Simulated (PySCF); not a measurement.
## BeGa⁺: one state, many levels of theory

State: ¹Σ⁺ (singlet), closed shell. Set-up: basis Be pcseg-2, Ga pcseg-2; no relativity; PySCF 2.14. De refers to Be + Ga⁺ in their ground configurations, without counterpoise correction. A positive dipole points towards Ga; it is taken about the centre of mass and depends on that origin.

```csv
Level,Re (Å),ωe (cm⁻¹),De (eV),μ (D)
RHF-MP2,2.798,234,0.65,n/a
RHF-SCS-MP2,2.831,223,0.59,n/a
RHF-CCSD,2.808,224,0.53,n/a
RHF-CCSD(T),2.775,235,0.58,n/a
PBE,2.794,237,0.85,-3.90
PW91,2.788,238,0.87,-3.94
TPSS,2.808,231,0.81,-3.93
r²SCAN,2.760,250,0.89,-4.25
PBE0,2.804,239,0.78,-3.93
M06,2.837,230,0.82,-3.97
ωB97X,2.839,236,0.72,-4.11
```

Task: Which functional lies closest to RHF-CCSD(T) in De, which farthest, and by how much do they differ from it?

Result: Closest is ωB97X (+6.4 pm in Re, +0.4 % in ωe, +0.14 eV in De against RHF-CCSD(T) in the same basis), farthest r²SCAN (-1.5 pm in Re, +6.4 % in ωe, +0.31 eV in De). CCSD(T) converges more slowly with the basis than the functionals do and binds too weakly in this one, so the order can change at the basis-set limit.

Task: What does a quarter of exact exchange do here, going from PBE to PBE0?

Result: PBE0 less PBE: +1.0 pm in Re, +0.8 % in ωe, -0.07 eV in De. Exact exchange removes part of the self-interaction that spreads semilocal densities, and in most molecules shortens and stiffens the bond and lowers De; here Re goes the other way.

Task: What does the step from GGA to meta-GGA do here, going from PBE to r²SCAN?

Result: r²SCAN less PBE: -3.4 pm in Re, +5.5 % in ωe, +0.04 eV in De. 

Correlated steps freeze 9 core orbitals. Closed-shell solutions of metal pairs were not tested for spin polarisation, which can lower them a little. For an ion De counts to the pair picked by the measured ionisation energies or electron affinities, which need not be the lowest pair at this level.
